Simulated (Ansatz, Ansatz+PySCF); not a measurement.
```yaml
atoms:
  - { symbol: N, position_ang: [0.1207, 0.0208, -0.0198] }
  - { symbol: N, position_ang: [1.1601, -0.0954, -0.3591] }
  - { symbol: O, position_ang: [0.3418, 3.2654, 0.5318] }
```

Basis set: def2-SVP (spherical functions). Correlated methods keep 3 orbitals frozen. Charge 0, multiplicity 3.

Computed with Ansatz (development build ahead of 0.2.0); each method stands on the lowest determinant of its kind that the runs found.

Q: Give the atomization energy at this shape (free ground-state atoms in the same class of orbitals less the molecule, no zero-point energy) of triplet N2O by PBE0 (unrestricted), UHF-MP2, UHF.

A:

```json
{"method": "PBE0 (unrestricted)", "atomization energy": "9.74 eV"}
{"method": "UHF-MP2", "atomization energy": "9.53 eV"}
{"method": "UHF", "atomization energy": "4.87 eV"}
```

Caution for PBE0 (unrestricted): charge can spread falsely over distant fragments. Caution for UHF-MP2: MP2 forces lie far from those of the mean fields.
